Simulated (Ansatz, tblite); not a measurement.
Removing and adding an electron: C28H26F4O3S (relaxed from a model of trityl norbornyl tetrafluoroethanesulfonate, whose bonding it doesn't keep). Charge 0, multiplicity 1. Geometry: PBE-D4/def2-SVP. Ansatz, gas phase; energy differences of separate SCF runs; the oxidised species was run as a doublet alone; the reduced species was run as a doublet alone.

```xyz
62

O    -0.984   -0.110   -0.605
S     0.159   -0.786    0.037
O    -0.013   -2.024    0.806
O     1.106    0.291    0.853
C     1.489   -1.091   -1.292
F     2.678   -1.244   -0.681
F     1.535    0.016   -2.068
C     1.170   -2.353   -2.157
F     1.468   -3.435   -1.379
F     2.092   -2.326   -3.179
C    -0.250   -2.460   -2.685
C    -0.675   -1.331   -3.676
C    -1.250   -2.120   -4.871
C    -2.549   -2.832   -4.422
C    -2.023   -3.991   -3.516
C    -0.494   -3.760   -3.508
C    -0.253   -3.295   -4.960
H    -0.897   -2.477   -1.784
H    -1.396   -0.630   -3.213
H     0.203   -0.738   -3.999
H    -1.365   -1.505   -5.785
H    -3.231   -2.141   -3.886
H    -3.107   -3.224   -5.296
H    -2.453   -3.976   -2.494
H    -2.256   -4.982   -3.954
H     0.094   -4.626   -3.151
H     0.789   -2.976   -5.155
H    -0.542   -4.063   -5.707
C    -2.219   -1.108    4.215
C    -2.704   -0.367    3.127
C    -1.834    0.432    2.371
C    -0.466    0.503    2.701
C     0.526    1.259    1.812
C    -0.062    2.451    1.045
C    -0.966    3.330    1.673
C    -1.426    4.476    1.008
C    -0.986    4.763   -0.293
C    -0.081    3.894   -0.920
C     0.382    2.750   -0.256
C     1.749    1.768    2.590
C     1.552    2.585    3.722
C     2.646    3.098    4.429
C     3.956    2.803    4.016
C     4.157    1.989    2.893
C     3.062    1.473    2.182
C     0.016   -0.255    3.786
C    -0.854   -1.053    4.539
H    -2.903   -1.735    4.806
H    -3.770   -0.413    2.858
H    -2.217    0.985    1.503
H    -1.327    3.116    2.689
H    -2.137    5.148    1.513
H    -1.349    5.660   -0.817
H     0.271    4.105   -1.942
H     1.086    2.075   -0.758
H     0.531    2.814    4.061
H     2.473    3.731    5.313
H     4.816    3.206    4.572
H     5.179    1.745    2.563
H     3.226    0.826    1.310
H     1.086   -0.223    4.036
H    -0.462   -1.641    5.383
```

The xTB rows come from tblite. Correlated methods freeze 40 core orbitals. Single mean-field runs in def2-SVP are fitted with def2-universal-jkfit. HOMO above LUMO, or a gap near zero within one spin, warns that the state may not be the lowest or that an electron is smeared out.

Problem. Estimate orbital energies and vertical ionisation energies and electron affinities at: GFN1-xTB; GFN2-xTB; PBE-D4/def2-SVP; PBE0-D4/def2-SVP; B2PLYP/def2-SVP.

Solution. 
| level | −HOMO (eV) | vertical IE (eV) | −LUMO (eV) | vertical EA (eV) | HOMO–LUMO gap (eV) | IE − EA (eV) | remarks |
| --- | --- | --- | --- | --- | --- | --- | --- |
| GFN1-xTB | 11.81 | 13.58 | 8.10 | 6.04 | 3.71 | 7.53 | – |
| GFN2-xTB | 10.86 | 12.62 | 6.71 | 4.90 | 4.14 | 7.71 | – |
| PBE-D4/def2-SVP | 5.91 | 7.80 | 1.69 | -0.02 | 4.22 | 7.82 | HOMO above zero (-1 doublet), gap within one spin near zero (+1 doublet), gap within one spin near zero (-1 doublet) |
| PBE0-D4/def2-SVP | 6.90 | 8.24 | 0.84 | -0.31 | 6.07 | 8.54 | HOMO above zero (-1 doublet) |
| B2PLYP/def2-SVP | – | 8.19 | – | -0.81 | – | 9.00 | – |

Relaxing the reduced species (PBE-D4/def2-SVP) changes its energy by -2.27 eV at PBE-D4/def2-SVP, so the adiabatic electron affinity to this nearest minimum is 2.25 eV. On the way the bond O4–C33 breaks. At PBE0-D4/def2-SVP it is 2.33 eV.     A HOMO above zero means that the electron is unbound at that level or that self-interaction error raises the level; the energy of removing that electron tells which. Raw xTB energy differences between charge states are shifted by several eV; the methods need an empirical correction for them. Sets without diffuse functions give affinities that are too small. A negative affinity means that the extra electron isn't bound; its size then hangs on the basis.
